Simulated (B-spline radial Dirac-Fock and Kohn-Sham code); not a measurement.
**Au⁴⁺: non-radiative channels of the 4f5/2 vacancy**

System: gold as Au⁴⁺, [Xe] 4f14 5d7.

The run's input, task.json:

```json
{"items": [{
  "Z": 79,
  "q": 4,
  "cfg": [[1, 0, 2], [2, 0, 2], [2, 1, 6], [3, 0, 2], [3, 1, 6], [3, 2, 10], [4, 0, 2], [4, 1, 6], [4, 2, 10], [4, 3, 14], [5, 0, 2], [5, 1, 6], [5, 2, 7]],
  "A": 197,
  "rrms": 5.4371,
  "do": ["binding", "quiet", "decay"],
  "holes": ["K", "L1", "L2", "L3", "M1", "M2", "M3", "M4", "M5", "N1", "N2", "N3", "N4", "N5", "N6", "N7"]
}]}
```

Command: `python xray_run.py task.json out`

These are calculated numbers from a B-spline atomic structure program; the model is independent-particle rates on relativistic LDA orbitals of the hole state (multipoles up to L = 3, Coulomb Auger matrix elements, transition energies from Dirac-Fock). Kinetic energies are configuration averages from the vacuum level; the two-hole energies are estimated from single-hole states.

| transition | kinetic energy (eV) | width (meV) | share (%) |
| --- | --- | --- | --- |
| N6-O4O4 | 9.07 | 54.9 | 38.6 |
| N6-O4O5 | 11.11 | 82.5 | 58.1 |
| N6-O5O5 | 13.16 | 4.65 | 3.3 |

Channels within a few eV of threshold rest on estimated energies and may be closed in reality. The listed channels hold 100 % of the non-radiative rate. Summed by principal shells, of 0.142 eV in all: NOO 100.0 %.
